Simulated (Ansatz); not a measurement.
The first iterations of a band of GeH₄O (6 atoms, charge 0, multiplicity 1).

Computed with Ansatz 0.2.0, RKS PBE0-D4/def2-mTZVP.

* movable images: 7
* climbing image: yes
* spring: 50.0 eV/Å²
* optimiser: quadratic models (default)
* start path: through a guess of the saddle point
* force threshold: 0.05 eV/Å
* iteration limit: 60
* end points: relaxed

Initial state:

```xyz
6
Properties=species:S:1:pos:R:3
Ge 0.317 -0.018 0.052
O 0.660 -0.113 1.803
H -0.138 -0.174 2.339
H 1.702 0.054 -0.599
H -0.515 1.242 -0.261
H -0.453 -1.273 -0.408
```

Final state:

```xyz
6
Properties=species:S:1:pos:R:3
Ge 0.036 0.293 -0.788
O 1.058 0.160 1.201
H 0.417 -0.270 1.783
H 1.787 -0.467 1.110
H -1.085 1.114 0.001
H -0.639 -1.110 -0.380
```

| iteration | highest image above the first end (eV) | largest band force component (eV/Å) |
| --- | --- | --- |
| 1 | 4.630 | 4.540 |
| 2 | 3.160 | 2.272 |
| 3 | 2.686 | 1.345 |
| 4 | 2.409 | 0.902 |

Question: Does the band converge within its limit, and where does its top end?

Answer: The forces met the threshold. It ended after 13 iterations with the highest image 2.621 eV above the first end. Beside the main top the profile has a ripple of under 15 meV (maxima at images 1, 5), which may be a very shallow well or noise. Neighbouring images differ by up to 1.3 eV, so the band resolves the path poorly. Another band between the same ends (7 images) ends at a top of the same energy, where a vibrational analysis finds 1 clearly imaginary mode. The orbitals stay closed-shell, which can raise the energy where a bond breaks towards radicals; this wasn't checked here.

The run took 2.8 min on 1 thread of Intel(R) Xeon(R) CPU @ 2.60GHz (Ice Lake), with other jobs on the host, peak memory 0.15 GiB.
